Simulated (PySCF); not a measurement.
## Cost of excited-state runs on `InChI=1S/C4H2N4S/c1-2-6-4-3(5-1)7-9-8-4/h1-2H`

Atoms are numbered as in `[cH:1]1[cH:2][n:3][c:4]2[n:5][s:6][n:7][c:8]2[n:9]1`; H(Xn) means a hydrogen on atom n.

PySCF with density fitting, on 1 thread of an Intel Xeon Platinum 8559C, shared host. Command: `OMP_NUM_THREADS=1 python excited_run.py task.json out`

Question: How long does each of these runs take, and how much memory?
- first hyperpolarisability, CAM-B3LYP/aug-cc-pVDZ; usual settings
- excited states, CAM-B3LYP/def2-TZVP; Tamm-Dancoff; spin-orbit couplings; 6 states; 5 triplets; quadratic response for 4 states
- excited states, CAM-B3LYP/aug-cc-pVDZ; two-photon moments; 8 states; quadratic response for 6 states; 0 triplets

Answer: 
| run | level | basis functions | wall time | peak memory (GiB) |
| --- | --- | --- | --- | --- |
| first hyperpolarisability | CAM-B3LYP/aug-cc-pVDZ | 229 | 56 s | 0.91 |
| excited states | CAM-B3LYP/def2-TZVP | 297 | 65 s | 1.2 |
| excited states | CAM-B3LYP/aug-cc-pVDZ | 229 | 53 s | 0.94 |

Times from a shared host are rough.
